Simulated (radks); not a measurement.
Species: V4+. Configuration: [Ne] 3s2 3p5.75 3d1 4f0.25 (fractional occupations, a model configuration). All-electron calculation, non-relativistic Kohn-Sham, BP86, spin-polarised, spherical densities, point nucleus; open shells are filled with parallel spins first. Program: a radial shooting solver on a logarithmic mesh with Libxc functionals. Some entries of the table are withheld. Estimate them.

orbital  occ.  eigenvalue (eV)  <r^2> (bohr^2)
1s up       1        -5388.345        0.006030
1s down     1        -5388.248        0.006030
2s up       1        -657.2085          0.1142
2s down     1        -656.6132          0.1140
2p up       3        -563.9278         0.09315
2p down     3        -563.4169         0.09299
3s up       1        -126.3197          0.9781
3s down     1        -124.6278          0.9810
3p up       3              (1)           1.078
3p down  2.75              (2)           1.083
3d up       1         -59.3054           1.339
3d down     0         -57.7040           1.357
4s up       0              (3)           5.952
4s down     0              (4)           6.046
4p up       0              (5)           7.363
4d up       0         -23.7744           11.34
4f up    0.25         -17.1252           15.58

Answer. 
(1) 3p up eigenvalue (eV): -100.3417
(2) 3p down eigenvalue (eV): -98.6792
(3) 4s up eigenvalue (eV): -40.1896
(4) 4s down eigenvalue (eV): -39.3059
(5) 4p up eigenvalue (eV): -33.4248
